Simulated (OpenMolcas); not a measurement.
# Ni2+, Pd2+, Pt2+: d8 down the group

| Property | Result |
| --- | --- |
| Program | OpenMolcas 26.06 |
| Method | SS-CASPT2, IPEA 0.25 Eh, imaginary shift 0.1 Eh |
| Basis | ANO-RCC-VQZP |
| Scalar Hamiltonian | DKH2, point nucleus |
| Spin-orbit coupling | RASSI with atomic mean-field integrals over the reference wave functions, term energies averaged over their components |

Active space for each ion: 8 electrons in 6 orbitals (d s); closed shells correlated by CASPT2: Ni2+ 3s 3p; Pd2+ 4s 4p; Pt2+ 5s 5p.

Computed levels in cm-1 above 3F4:

```json
{"Level": "3F3", "Ni2+": "1461", "Pd2+": "3310", "Pt2+": "10380"}
{"Level": "3P1", "Ni2+": "17020", "Pd2+": "13610", "Pt2+": "17280"}
{"Level": "3P0", "Ni2+": "17290", "Pd2+": "13850", "Pt2+": "15530"}
{"Level": "1G4", "Ni2+": "22560", "Pd2+": "18020", "Pt2+": "21960"}
{"Level": "1S0", "Ni2+": "51270", "Pd2+": "41510", "Pt2+": "45580"}
{"Level": "weight of 3F in the lowest level (%)", "Ni2+": "100", "Pd2+": "99", "Pt2+": "96"}
```

Mixed levels, with the weight of the term that names them: Pt2+ 1S0 (54 %).

Measured, with the error of the calculation in %. Measured levels: Ni2+ from Corliss and Sugar, J. Phys. Chem. Ref. Data 10, 197 (1981); Pd2+ from Moore, Atomic Energy Levels, vol. III, NSRDS-NBS 35 (1971 reprint of NBS Circular 467, 1958); Pt2+ from NIST levels as listed in McCann et al., Mon. Not. R. Astron. Soc. 538, 537 (2025).

```json
{"Level": "3F3", "Ni2+": "1361 (+7.4)", "Pd2+": "3230 (+2.6)", "Pt2+": "9752 (+6.5)"}
{"Level": "3P1", "Ni2+": "16978 (+0.3)", "Pd2+": "13470 (+1.0)", "Pt2+": "16782 (+2.9)"}
{"Level": "3P0", "Ni2+": "17231 (+0.3)", "Pd2+": "13699 (+1.1)", "Pt2+": "14939 (+3.9)"}
{"Level": "1G4", "Ni2+": "23109 (-2.4)", "Pd2+": "17880 (+0.8)", "Pt2+": "21331 (+2.9)"}
{"Level": "1S0", "Ni2+": "52532 (-2.4)", "Pd2+": "", "Pt2+": ""}
```

The fine-structure level 3F3 changes by a factor of 7.1 from Ni2+ to Pt2+.

Without spin-orbit coupling 3P lies 15560, 10300, 7300 cm-1 above 3F in that order; the difference to the level 3P1, of either sign, comes from spin-orbit coupling, which also lowers the zero.

Term energies are means over components that CASPT2 splits; among the terms shown or strongly mixed into the levels shown the widest spread is 930 cm-1 (4d8 1G, Pd2+). Terms from blocks run as CI alone lack orbitals of their own. Measured partners are found by configuration, term and J. A level has none where our copy of the source lacks it or the pairing is in doubt (some pairs that miss far off the trend of their configuration count as doubtful), and it then counts in no deviation. Only configurations of the active space appear.
